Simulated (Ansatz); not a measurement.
AgI (SMILES [Ag][I]), singlet, at a GFN2-xTB geometry (such geometries of metal compounds can be far from the true shape) (core potentials on Ag, I); Ansatz (a program for electronic structure) with BHLYP/def2-TZVP.

Here is a job for Ansatz.
Ansatz 0.2 input:
```yaml
crystal:
  periodic: [false, false, false]
  atoms:
    - {symbol: Ag, position_ang: [-0.00000000, -0.00000000, -1.36117526]}
    - {symbol: I, position_ang: [0.00000000, 0.00000000, 1.20707995]}
basis:
  gaussian:
    orbitals: def2-TZVP
hamiltonian:
  xc: {name: BHLYP}
```

It wrote (shortened):

```
Functional definition: BHLYP
905 factors; their error is unknown
mean field evaluation 1: about -12096.3933 eV, gradient 3.0e1 eV
mean field evaluation 2: about -12096.0386 eV, gradient 3.7e1 eV
mean field evaluation 4: about -12097.6620 eV, gradient 8.9e-1 eV
mean field evaluation 8: about -12098.2787 eV, gradient 3.6e-1 eV
mean field evaluation 16: about -12098.2789 eV, gradient 1.5e-5 eV
mean field -12098.27891345 eV, -444.6035495613 hartree, gradient 1.5e-5 eV, S^2 0.000000; 0 other end points of the search recorded, 0 dependent functions left out
reference -12098.27904508 eV, -444.6035543987 hartree; 22, 22 occupied and 68, 68 virtual orbitals, 905 factors
Total energy: -12098.27904508 eV, -444.6035543987 hartree
```
